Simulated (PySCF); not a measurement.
C3H8O2Si, SMILES C[SiH2]OC(C)=O. Atoms are numbered in the order given.

```xyz
14

Si    -1.1822     0.5609     0.6676
C     -2.1810    -0.8779     0.0354
O      0.5003     0.1893     0.7111
C      1.1316    -0.0333    -0.4469
C      2.5935    -0.3081    -0.2660
O      0.5551    -0.0069    -1.5064
H     -1.4728     0.8367     2.1019
H     -1.3798     1.8027    -0.1299
H     -3.2574    -0.6601     0.1203
H     -1.9688    -1.7858     0.6205
H     -1.9392    -1.0698    -1.0195
H      2.7270    -1.1747     0.3978
H      3.0703     0.5511     0.2281
H      3.0635    -0.4961    -1.2374
```
Charge 0, spin multiplicity 1.

The structure is a stationary point at PBE0-D3(BJ)/def2-SVP. The values are those of a single conformer.

All values below come from KT2/pcSseg-1 (PySCF).

GIAO shieldings, no solvent; atoms listed in one row are averaged. δ = σ(ref) − σ: ²⁹Si against TMS (σ = 361.9 ppm); ¹³C against TMS (σ = 185.1 ppm); ¹⁷O against H2O (σ = 330.4 ppm); ¹H against TMS (σ = 31.47 ppm), references at their B3LYP-D3(BJ)/def2-TZVP geometries, non-relativistic.

```
nucleus          atoms  count  δ (ppm)
-------  -------------  -----  -------
²⁹Si               Si1      1     -6.8
¹³C                 C4      1    167.9
¹³C                 C5      1     23.1
¹³C                 C2      1     -0.9
¹⁷O                 O6      1    442.2
¹⁷O                 O3      1    213.0
¹H                  H8      1     5.54
¹H                  H7      1     4.98
¹H       H12, H13, H14      3     2.28
¹H        H9, H10, H11      3     0.78
```
